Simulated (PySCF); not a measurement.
Parent: `[O:1]=[CH:2][C:3]1=[CH:4][CH:5]=[CH:6][SiH2:7]1` with O1–C2–C3–C4 180°, C5H6OSi.

Method: PBE0-D3(BJ)/def2-SVP geometry optimisation, gas phase (PySCF). One conformer each, not checked by frequencies here.

```json
{"coordinate of the parent": "O1=C2", "value": "1.209 Å"}
{"coordinate of the parent": "C2–C3", "value": "1.459 Å"}
{"coordinate of the parent": "C3=C4", "value": "1.358 Å"}
{"coordinate of the parent": "C4–C5", "value": "1.471 Å"}
{"coordinate of the parent": "C5=C6", "value": "1.353 Å"}
{"coordinate of the parent": "C6–Si7", "value": "1.883 Å"}
{"coordinate of the parent": "C3–Si7", "value": "1.880 Å"}
{"coordinate of the parent": "O1–C2–C3", "value": "124.2°"}
{"coordinate of the parent": "C2–C3–C4", "value": "123.7°"}
{"coordinate of the parent": "C2–C3–Si7", "value": "128.9°"}
{"coordinate of the parent": "C4–C3–Si7", "value": "107.4°"}
{"coordinate of the parent": "C3–C4–C5", "value": "117.0°"}
{"coordinate of the parent": "C4–C5–C6", "value": "116.5°"}
{"coordinate of the parent": "C5–C6–Si7", "value": "107.8°"}
{"coordinate of the parent": "C3–Si7–C6", "value": "91.3°"}
```

Task: How does the shared frame change in `[O:1]=[CH:2][C:3]1=[CH:4][CH:5]=[C:6]([F:7])[SiH2:8]1` with O1–C2–C3–C4 180°, C5H5FOSi? Atoms pair as O1 = O1, C2 = C2, C3 = C3, C4 = C4, C5 = C5, C6 = C6, Si7 = Si8 (parent first).

Result: 
```
   parent   relative  value in the relative  change
    O1=C2      O1=C2                1.210 Å  +0.001
    C2–C3      C2–C3                1.456 Å  -0.003
    C3=C4      C3=C4                1.362 Å  +0.004
    C4–C5      C4–C5                1.462 Å  -0.009
    C5=C6      C5=C6                1.351 Å  -0.002
   C6–Si7     C6–Si8                1.907 Å  +0.024
   C3–Si7     C3–Si8                1.872 Å  -0.008
 O1–C2–C3   O1–C2–C3                 124.0°    -0.2
 C2–C3–C4   C2–C3–C4                 124.0°    +0.3
C2–C3–Si7  C2–C3–Si8                 127.8°    -1.1
C4–C3–Si7  C4–C3–Si8                 108.2°    +0.8
 C3–C4–C5   C3–C4–C5                 118.4°    +1.4
 C4–C5–C6   C4–C5–C6                 114.1°    -2.4
C5–C6–Si7  C5–C6–Si8                 109.8°    +2.0
C3–Si7–C6  C3–Si8–C6                  89.5°    -1.8
```

Of the parent's bonds, C6–Si7 changes most (+0.024 Å). Bonds of the relative outside the shared frame: C6–F7 1.323 Å. Point group Cs → Cs.

Task: How does the shared frame change in `[O:1]=[CH:2][C:3]1=[CH:4][CH:5]=[C:6]([SiH3:7])[SiH2:8]1` with O1–C2–C3–C4 180°, C5H8OSi2? Atoms pair as O1 = O1, C2 = C2, C3 = C3, C4 = C4, C5 = C5, C6 = C6, Si7 = Si8 (parent first).

Result: 
```tsv
parent	relative	value in the relative	change
O1=C2	O1=C2	1.209 Å	0.000
C2–C3	C2–C3	1.461 Å	+0.002
C3=C4	C3=C4	1.357 Å	-0.001
C4–C5	C4–C5	1.471 Å	0.000
C5=C6	C5=C6	1.360 Å	+0.007
C6–Si7	C6–Si8	1.890 Å	+0.007
C3–Si7	C3–Si8	1.879 Å	-0.001
O1–C2–C3	O1–C2–C3	124.0°	-0.2
C2–C3–C4	C2–C3–C4	124.0°	+0.3
C2–C3–Si7	C2–C3–Si8	128.9°	0.0
C4–C3–Si7	C4–C3–Si8	107.1°	-0.3
C3–C4–C5	C3–C4–C5	116.7°	-0.3
C4–C5–C6	C4–C5–C6	117.9°	+1.4
C5–C6–Si7	C5–C6–Si8	106.1°	-1.7
C3–Si7–C6	C3–Si8–C6	92.3°	+1.0
```

Of the parent's bonds, C5–C6 and C6–Si7 change most and about equally (+0.007 Å). Bonds of the relative outside the shared frame: C6–Si7 1.864 Å. Point group Cs → Cs.
